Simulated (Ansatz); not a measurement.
System: CuI, net charge 1, doublet state. SMILES of the parent species: [Cu][I]

Atoms: Cu1, I2. Bonds: Cu1-I2.

Bond lengths (Å) and angles (degrees) optimised at HF/3-21G with Ansatz (an electronic-structure program); HF/LANL2DZ with Ansatz; PBE/LANL2DZ with Ansatz; B3LYP/LANL2DZ with Ansatz; MP2/LANL2DZ with Ansatz, each started from the B3LYP-D3(BJ)/def2-TZVP structure (Ansatz) of the last column. A row stands for all coordinates that are equal there.

| coordinate | HF/3-21G | HF/LANL2DZ | PBE/LANL2DZ | B3LYP/LANL2DZ | MP2/LANL2DZ | B3LYP-D3(BJ)/def2-TZVP |
|---|---|---|---|---|---|---|
| Cu1-I2 | 2.496 | 2.764 | 2.492 | 2.537 | 2.628 | 2.451 |

Mean signed difference of all 1 bond lengths from B3LYP-D3(BJ)/def2-TZVP: HF/3-21G 0.045 Å, HF/LANL2DZ 0.313 Å, PBE/LANL2DZ 0.041 Å, B3LYP/LANL2DZ 0.086 Å, MP2/LANL2DZ 0.177 Å.
